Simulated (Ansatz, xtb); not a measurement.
## Relative energy of two isomers of C6H3F2N

We compare I, `N#C/C(F)=C1\CC=C1F`, a singlet, with II, `N#C/C=C/C#CC(F)F`, a singlet. Both are isolated molecules in the gas phase, relaxed with B3LYP/def2-SVP.

I (Å):

```yaml
atoms:
  - { symbol: C, position_ang: [0.1619, -0.5291, 0.2312] }
  - { symbol: C, position_ang: [-0.5335, 0.5698, -0.3658] }
  - { symbol: C, position_ang: [0.0600, 1.4861, -1.1463] }
  - { symbol: C, position_ang: [1.4942, 1.7130, -1.6495] }
  - { symbol: C, position_ang: [0.9069, 2.9388, -2.3608] }
  - { symbol: C, position_ang: [-0.3299, 2.6798, -1.8828] }
  - { symbol: F, position_ang: [-1.8439, 0.6272, -0.0901] }
  - { symbol: F, position_ang: [-1.5022, 3.2655, -2.0079] }
  - { symbol: N, position_ang: [0.7286, -1.4203, 0.7147] }
  - { symbol: H, position_ang: [2.2277, 1.9234, -0.8544] }
  - { symbol: H, position_ang: [1.8783, 0.9144, -2.3047] }
  - { symbol: H, position_ang: [1.3385, 3.7079, -2.9999] }
```

II (Å):

```yaml
atoms:
  - { symbol: C, position_ang: [0.9778, -1.3144, 0.7737] }
  - { symbol: C, position_ang: [0.5612, -0.0661, 0.2226] }
  - { symbol: C, position_ang: [0.9094, 0.3340, -1.0233] }
  - { symbol: C, position_ang: [0.5074, 1.5696, -1.5923] }
  - { symbol: C, position_ang: [0.1757, 2.6219, -2.1008] }
  - { symbol: C, position_ang: [-0.2070, 3.8843, -2.7468] }
  - { symbol: F, position_ang: [0.2555, 4.9411, -2.0307] }
  - { symbol: F, position_ang: [-1.5588, 3.9869, -2.8207] }
  - { symbol: N, position_ang: [1.3050, -2.3258, 1.2430] }
  - { symbol: H, position_ang: [-0.0634, 0.5685, 0.8587] }
  - { symbol: H, position_ang: [1.5359, -0.3178, -1.6429] }
  - { symbol: H, position_ang: [0.2012, 3.9561, -3.7710] }
```

Quicker runs give these differences E(II) − E(I): GFN2-xTB +26.8 kJ/mol; HF/STO-3G +67.8 kJ/mol (at GFN2-xTB geometries); r2SCAN-D4/def2-SVP +19.8 kJ/mol (at GFN2-xTB geometries).

Question: Estimate E(II) − E(I) at the level CCSD(T)/def2-SVP + ΔMP2/def2-TZVPP.

Answer: Calculated at CCSD(T)/def2-SVP + ΔMP2/def2-TZVPP: E(II) − E(I) = −9.1 kJ/mol, so structure II lies lower.

Level by level:

```tsv
level	geometry	E(II) − E(I) (kJ/mol)	departure from the last row (kJ/mol)	job, with rough time for the two
GFN2-xTB	GFN2-xTB	+26.8	+35.9	optimisation, 0.11 s
HF/STO-3G	GFN2-xTB	+67.8	+76.9	single point, 0.34 s
r2SCAN-D4/def2-SVP	GFN2-xTB	+19.8	+28.9	single point, 3.4 s
B3LYP/def2-SVP	B3LYP/def2-SVP	−0.6	+8.5	optimisation, 32 s
HF/def2-SVP	B3LYP/def2-SVP	−33.4	−24.3	part of the CCSD(T) run
MP2/def2-SVP	B3LYP/def2-SVP	−15.4	−6.3	part of the CCSD(T) run
CCSD(T)/def2-SVP	B3LYP/def2-SVP	−9.4	−0.3	single point
CCSD(T)/def2-SVP + ΔMP2/def2-TZVPP	B3LYP/def2-SVP	−9.1		single point, 93 s
```

As drawn, II has 1 C≡C in place of 1 C–C, 1 C=C. Structure I has a 4-membered ring, II no ring.

GFN2-xTB, HF/STO-3G, r2SCAN-D4/def2-SVP put the two in the other order. B3LYP/def2-SVP finds them nearly level. The largest departure from CCSD(T)/def2-SVP + ΔMP2/def2-TZVPP is that of HF/STO-3G, 76.9 kJ/mol. A small imaginary or near-zero mode remains, so no thermal terms are given. The last row adds to CCSD(T) the change of the MP2 difference between the two basis sets, here +0.3 kJ/mol.

The correlated steps freeze 9 core orbitals. Run with Ansatz 0.2.0, xtb 6.7.1; the last row on 4 threads of Arm Neoverse V2 on a shared host.
